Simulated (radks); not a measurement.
The mean radii <r> (bohr) of the occupied orbitals of an atom or ion are listed with their occupations. Calculated with a radial shooting solver on a logarithmic mesh with Libxc functionals: non-relativistic Kohn-Sham, HCTH/407, spin-polarised, spherical densities, point nucleus.

orbital  occ.      <r>
1s down     1  0.06710
1s up       1  0.06710
2s up       1   0.3110
2s down     1   0.3104
2p up       3   0.2749
2p down     3   0.2743
3s up       1   0.9544
3s down     1   0.9557
3p up       3    1.015
3p down     3    1.018
3d up       3    1.371
4s up       1    3.332
4s down     1    3.597

Name the element and its charge. Open shells, if any, are filled with parallel spins first.

Answer. Z = 23, vanadium, charge 0: V in [Ar] 3d3 4s2. The 1s radius gives Z: for a bare nucleus <r> = 1.5/Z, 0.06522 bohr for Z = 23, and screening makes it slightly larger (0.06710 here). The occupations add up to 23, and the charge is Z minus that.
